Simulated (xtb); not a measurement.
xtb input:

```bash
xtb mol.xyz --gfn 2 --sp --chrg 1 --uhf 0
```
mol.xyz:
```
5

C     -1.10298418     0.04461010     0.02624638
Si     0.79384245    -0.02319156    -0.00715938
H     -1.40932882    -0.59191163    -0.82029709
H     -1.52739255     1.03500244    -0.15848113
H     -1.55916794    -0.38606960     0.92153128
```

### Question
What final total energy does it print?

### Answer
-4.90596 Eh (GFN2-xTB).

This state (charge 1, singlet) is run at the relaxed geometry of the species with charge 0 and multiplicity 2.
